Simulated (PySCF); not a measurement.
**Structure from NMR data**

The spectra below were simulated for a compound CH11ClSi4.

¹H NMR (400 MHz, computed): δ 3.65 (s, 3H), 3.65 (m, 3H), 3.56 (m, 1H), 3.39 (m, 1H), 0.66 (s, 3H).

¹³C{¹H} NMR (computed): δ 8.1.

Isolated molecule, no relativistic terms, one computed conformer, one averaged value for each set of equivalent atoms. Shielding tensors at PBE0/pcSseg-1 (GIAO); GFN2-xTB structure; PySCF 2.14.

Chemical shifts δ = σref − σ; ¹H and ¹³C against TMS, all at this level.

Question: Propose a structure and justify it.

Answer: 
- The formula gives 0 degrees of unsaturation.
- Carbon types of the structure: 1 × CH3, leaving 8 H on heteroatoms.
- δC 8.1: methyl carbon bonded to Si; an electropositive neighbour leaves it electron-rich and shielded.
- δH 3.65, 3.65: hydrogen on a silicon bonded to Si.
- δH 3.56, 3.39: hydrogen on a silicon bonded to 2 Si.
- δH 0.66: hydrogen on a methyl carbon bonded to Si; an electropositive neighbour shields it, as in TMS itself.

The compound is SMILES C[Si@]([SiH3])(Cl)[SiH2][SiH3].

The data come from this structure; uniqueness wasn't tested.

Shifts are as computed. Against solution values, carbons near 30 ppm lie about +3 ppm off and those near 130 ppm about +5 ppm. Of 1211 compounds with measured shifts, 218 miss one by over three times the rms of a fit or turn the order of signals round; such compounds aren't used in these exercises. Multiplicities follow the n + 1 count of equivalent neighbours, as no J values were calculated; m marks all less simple cases, F and P coupling included.
